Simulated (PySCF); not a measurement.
Partial charges of `CCc1ccc2c(c1)CC=C2B(Cl)Cl`

Compound: C11H11BCl2.
Geometry (PBE0-D3(BJ)/def2-SVP, Å), atoms numbered from 1 in this order:
```xyz
25
C11H11BCl2 angstrom
C      1.4551    3.1193   -1.4831
C      2.3400    2.7262   -0.3026
C      3.8087    2.8240   -0.6190
C      4.5094    4.0177   -0.3977
C      5.8582    4.1538   -0.7223
C      6.5297    3.0683   -1.2864
C      5.8327    1.8647   -1.5147
C      4.4904    1.7391   -1.1876
C      6.7737    0.8632   -2.1163
C      8.0570    1.6193   -2.2036
C      7.9307    2.8901   -1.7271
B      9.1139    3.8750   -1.6951
Cl    10.6971    3.3938   -2.2976
Cl     8.9772    5.5095   -1.0654
H      0.3873    3.0303   -1.2299
H      1.6525    2.4772   -2.3555
H      1.6469    4.1589   -1.7905
H      2.1012    1.6960    0.0088
H      2.1093    3.3715    0.5606
H      3.9806    4.8652    0.0484
H      6.3764    5.0941   -0.5322
H      3.9606    0.7979   -1.3646
H      6.8846   -0.0462   -1.4973
H      6.4456    0.5087   -3.1109
H      8.9818    1.1974   -2.6014
```

Density: PBE0/pcSseg-1 (PySCF); schemes: Mulliken, IAO, Hirshfeld and ESP-fitted. Isolated species at its PBE0-D3(BJ)/def2-SVP geometry (one conformer only).

Task: What partial charge does each atom carry?

Result: In e; atoms taken as equivalent share a row and are averaged (×n: the atom named and its like, n in all):

| atom | environment | Mulliken | IAO | Hirshfeld | ESP-fitted |
| --- | --- | --- | --- | --- | --- |
| C1 | methyl carbon | -0.270 | -0.403 | -0.114 | -0.197 |
| C2 | benzylic-type carbon | -0.141 | -0.251 | -0.065 | +0.130 |
| C3 | substituted aromatic carbon | -0.259 | +0.011 | +0.008 | -0.094 |
| C4 | aromatic CH carbon | -0.020 | -0.159 | -0.054 | -0.106 |
| C5 | aromatic CH carbon | -0.040 | -0.154 | -0.058 | -0.371 |
| C6 | substituted aromatic carbon | -0.086 | -0.010 | -0.016 | +0.189 |
| C7 | substituted aromatic carbon | -0.259 | +0.003 | -0.002 | +0.054 |
| C8 | aromatic CH carbon | +0.033 | -0.169 | -0.057 | -0.235 |
| C9 | benzylic-type carbon | -0.007 | -0.279 | -0.065 | -0.284 |
| C10 | alkene CH carbon | -0.141 | -0.068 | -0.007 | -0.101 |
| C11 | fully substituted alkene carbon | -0.212 | -0.163 | -0.100 | -0.058 |
| B12 | three-coordinate boron | +0.583 | +0.138 | +0.159 | +0.168 |
| Cl13/Cl14 | chlorine bonded to B | -0.209 | -0.063 | -0.060 | -0.119 |
| H15/H16/H17 | methyl hydrogen | +0.117 | +0.138 | +0.038 | +0.055 |
| H18/H19 | methylene hydrogen | +0.122 | +0.136 | +0.040 | +0.008 |
| H20 | aromatic hydrogen | +0.069 | +0.144 | +0.047 | +0.150 |
| H21 | aromatic hydrogen | +0.087 | +0.156 | +0.031 | +0.203 |
| H22 | aromatic hydrogen | +0.047 | +0.141 | +0.047 | +0.165 |
| H23/H24 | methylene hydrogen | +0.171 | +0.172 | +0.061 | +0.153 |
| H25 | vinylic hydrogen | +0.096 | +0.162 | +0.048 | +0.137 |

Mean size of the charges over all atoms: Mulliken 0.148 e, IAO 0.143 e, ESP-fitted 0.135 e, Hirshfeld 0.053 e. Each set sums to the total charge, 0, to within 0.001 e. The Hirshfeld scheme weights the molecular density at each point by an atom's share of the summed free-atom densities. The Mulliken scheme counts on each atom the diagonal of the density matrix times the overlap matrix over that atom's basis functions.

Lowest charge. The schemes don't all agree: Mulliken C1 (-0.270); IAO C1 (-0.403); Hirshfeld C1 (-0.114); ESP-fitted C5 (-0.371).

Highest charge. The schemes don't all agree: Mulliken B12 (+0.583); IAO H23/H24 (+0.172); Hirshfeld B12 (+0.159); ESP-fitted H21 (+0.203).

Task: Sum the charges by element, for elements with more than one atom.

Result: 
| element | atoms | Mulliken | IAO | Hirshfeld | ESP-fitted |
| --- | --- | --- | --- | --- | --- |
| C | 11 | -1.402 | -1.642 | -0.529 | -1.074 |
| Cl | 2 | -0.418 | -0.126 | -0.121 | -0.238 |
| H | 11 | +1.237 | +1.630 | +0.491 | +1.143 |

Task: How closely do the schemes follow one another over all atoms?

Result: Correlation coefficient and root-mean-square difference: IAO with Hirshfeld 0.89, 0.114 e; Mulliken with Hirshfeld 0.82, 0.142 e; IAO with ESP-fitted 0.72, 0.122 e; Hirshfeld with ESP-fitted 0.69, 0.123 e; Mulliken with IAO 0.62, 0.155 e; Mulliken with ESP-fitted 0.45, 0.182 e.

The run behind these numbers computed NMR shieldings as well. Hardware: an Intel Xeon Platinum 8488C with 2 threads (shared host). Cost: 86 s wall, 3.2 min CPU, 2.2 GiB resident at most.
